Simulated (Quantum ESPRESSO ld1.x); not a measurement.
Values are calculated unless marked as measured or tabulated.
Question: Tc XXXVIII, 6 electrons, occupied as [He] 2s2 2p2. Level of theory: scalar-relativistic Kohn-Sham, LDA (Slater exchange, Perdew-Zunger correlation), spin-polarised, spherical densities, point nucleus; open shells are filled with parallel spins first (ld1.x of Quantum ESPRESSO 7.5). Some entries of the table are withheld. Estimate them.

orbital,occ.,eigenvalue (Ry),r(max) (bohr)
1s up,1,(1),(2)
1s down,1,(3),(4)
2s up,1,-399.628,0.122
2s down,1,-396.962,0.123
2p up,2,-383.061,(5)
2p down,0,-379.818,(6)

Answer: 
(1) 1s up eigenvalue (Ry): -1745.13
(2) 1s up r(max) (bohr): 0.022
(3) 1s down eigenvalue (Ry): -1743.40
(4) 1s down r(max) (bohr): 0.022
(5) 2p up r(max) (bohr): 0.097
(6) 2p down r(max) (bohr): 0.097
